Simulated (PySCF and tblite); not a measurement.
**Conformer ensemble of C₃H₅F₂GeN, numbered as in [N:1]#[C:2][C:3]([F:4])([F:5])[CH2:6][GeH3:7]**

Level: PBE0-D3(BJ)/pcSseg-1//GFN2-xTB, thermal terms from GFN2-xTB, symmetry numbers and mirror pairs counted. Conformers within 3 kcal/mol (GFN2-xTB free energy) were kept, 9 at most. GIAO shieldings: PBE0/pcSseg-1. Couplings: B3LYP/6-31G* with pcJ-1 on H, F (gas phase; spin-dipole term only for pairs with B, N, F, Si or P). Couplings are for ¹⁹F, ¹H; a prime marks the second kind of pair between the same two sets of atoms. H–H couplings come out 0.1 to 0.9 Hz lower than with pcJ-1 on all atoms. Shifts are against TMS (¹H), TMS (¹³C), CFCl3 (¹⁹F), NH3 (¹⁵N) at the same level. Programs: PySCF with density fitting and tblite.

Torsions listed: F4–C3–C6–Ge7. Of a mirror pair one member is shown.

| conformer | shape | symmetry | E(GFN2) kcal/mol | E(DFT) kcal/mol | G(298.15 K) kcal/mol | weight % | dipole D |
| --- | --- | --- | --- | --- | --- | --- | --- |
| 1 | 57° | Cs | 0.00 | 0.00 | 0.00 | 56.9 | 3.03 |
| 2 | 158° | C1 (pair) | 1.20 | 0.07 | 0.17 | 43.1 | 3.08 |

Weights (%) against temperature:

```json
{"T (K)": "150", "1": "60.2", "2": "39.8", "S(mix) cal/mol/K": "1.89"}
{"T (K)": "200", "1": "58.7", "2": "41.3", "S(mix) cal/mol/K": "1.92"}
{"T (K)": "250", "1": "57.7", "2": "42.3", "S(mix) cal/mol/K": "1.94"}
{"T (K)": "298.15", "1": "56.9", "2": "43.1", "S(mix) cal/mol/K": "1.95"}
{"T (K)": "400", "1": "55.8", "2": "44.2", "S(mix) cal/mol/K": "1.97"}
```

Averaged shifts at 298.15 K. ¹H: 3.74 (H7, 3H), 2.00 (H6, 2H) ppm. ¹³C: 118.2 (C2), 116.5 (C3), 28.1 (C6) ppm. ¹⁹F: -96.3 (F4/F5) ppm. ¹⁵N: 313.4 (N1) ppm.

Averaged couplings (Hz): ³J(F4,H6) 13.4, ³J(F4,H6′) 21.2, ²J(H6,H6) -15.0, ³J(H6,H7) 2.3, ²J(H7,H7) 7.9. Computed couplings to fluorine can be off by tens of per cent at such levels.

Coordinates of conformer 1 (Å):

```xyz
12

N     3.303   -0.927   -0.395
C     2.306   -0.545    0.007
C     0.988   -0.078    0.440
F     0.596   -0.748    1.564
F     1.055    1.232    0.823
C    -0.060   -0.237   -0.634
Ge   -1.759    0.445    0.136
H    -0.130   -1.289   -0.909
H     0.245    0.328   -1.514
H    -1.605    1.881    0.494
H    -2.814    0.299   -0.910
H    -2.125   -0.361    1.331
```

Spin–orbit effects of the heavy atoms on shieldings are missing. Unscaled ¹⁹F and ¹⁵N shifts at such levels can be off by tens of ppm; differences between conformers or isomers are more reliable. Shifts are unscaled: against experiment ¹³C can be off by 15 ppm or more and ¹H by 0.8 ppm.

Search and properties took 120 s on 1 thread of Arm Neoverse V1 (shared host) (rough), launched as `OMP_NUM_THREADS=1 python ens_run.py task.json out`.


¹⁵N shifts are against a computed isolated NH3 molecule, about 20 ppm from the liquid.

Conformer gaps in pcSseg-1 on xTB geometries can be 2 kcal/mol off for S=O, P=O and other polar bonds.